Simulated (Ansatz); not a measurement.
Species: H3Al, SMILES `[AlH3]` (charge 0, multiplicity 1).

**Question.** Give a relaxed geometry from Ansatz (a quantum-chemistry and plane-wave program) with PBE0-D4/def2-TZVP.

**Answer.** the end point of this relaxation (outside a Z-matrix the atoms follow the SMILES, hydrogens last).
Bonds (Å): Al1–H2 1.586, Al1–H3 1.586, Al1–H4 1.586. Angles (°): H2–Al1–H3 120.0, H2–Al1–H4 120.0, H3–Al1–H4 120.0.
